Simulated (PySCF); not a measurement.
Computed with PBE-D3(BJ)/def2-TZVP // r2SCAN-D4/def2-TZVP run with PySCF 2.14.0. Gas-phase values, no solvent. One relaxed conformer stands for a flexible species; it need not be the lowest. 

Reference species (SMILES): `[InH3]` (neutral, multiplicity 1).

The HOMO–LUMO gap comes out as 4.35 eV and the HOMO comes out as -7.00 eV.

Changed species: `[NH2][In]([NH2])[NH2]` (3 of 3 H replaced by NH2; the reference has 0 of 3 H replaced by NH2).

Task: What does the change do to the HOMO–LUMO gap and HOMO?

Result: the HOMO–LUMO gap falls by 0.49 eV, to 3.86 eV; the HOMO rises by 1.57 eV, to -5.43 eV.
